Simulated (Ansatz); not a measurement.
```yaml
crystal:
  periodic: [false, false, false]
  atoms:
    - {symbol: C, position_ang: [-1.375788, 0.607063, -0.352690]}
    - {symbol: B, position_ang: [0.130485, 0.047793, -0.457451]}
    - {symbol: C, position_ang: [1.218792, 0.851244, 0.415857]}
    - {symbol: N, position_ang: [0.086750, -1.484946, 0.177154]}
    - {symbol: H, position_ang: [-2.115303, 0.000055, -0.891047]}
    - {symbol: H, position_ang: [-1.727289, 0.703921, 0.684810]}
    - {symbol: H, position_ang: [-1.434834, 1.609956, -0.786845]}
    - {symbol: H, position_ang: [0.490379, -0.151518, -1.609077]}
    - {symbol: H, position_ang: [0.931375, 0.953943, 1.472357]}
    - {symbol: H, position_ang: [2.223091, 0.408445, 0.393871]}
    - {symbol: H, position_ang: [1.329704, 1.870192, 0.032173]}
    - {symbol: H, position_ang: [-0.204233, -1.459064, 1.151012]}
    - {symbol: H, position_ang: [1.003084, -1.919200, 0.132257]}
    - {symbol: H, position_ang: [-0.569213, -2.067285, -0.333580]}
basis:
  gaussian: {orbitals: def2-mTZVP, point_charges: [{charge: 2.00, position_ang: [5.142, -0.090, 0.364]}]}
hamiltonian: {xc: {name: PBE1PBE}, pseudopotentials: {relativity: none}}
scf: {lower_state_search: off}
output: {forces: true}
```

```sh
$ ansatz run in.yaml --threads 4 --pin off --events-out ev --progress --plain --max-ram 10444MiB
```

Question: How does Ansatz answer? (An estimate is asked.)

Answer: Ansatz gave: The input was rejected before any iteration.
```
Error: YAML parse error: error: line 20 column 19: hamiltonian.xc: no functional is named "PBE1PBE"; the names, which are not case-sensitive, are SVWN5, SPW92, PBE, PBE0, PBEsol, revPBE, revPBE0, RPBE, rPW86-PBE, HSE06, wPBEh, LC-wPBE, HISS, HF, BLYP, B3LYP, B3LYP5, BHLYP, CAM-B3LYP, r2SCAN, r2SCANh, r2SCAN0, r2SCAN50, m-r2SCAN, B97, wB97, wB97X, wB97X-V, B97M-V, wB97M-V, B2PLYP, B2GP-PLYP, PBE0-DH, PBE-QIDH
18 | basis:
19 |   gaussian: {orbitals: def2-mTZVP, point_charges: [{charge: 2.00, position_ang: [5.…
20 | hamiltonian: {xc: {name: PBE1PBE}, pseudopotentials: {relativity: none}}
21 | scf: {lower_state_search: off}
22 | output: {forces: true}
```

HSE06 is defined as in plane-wave codes.
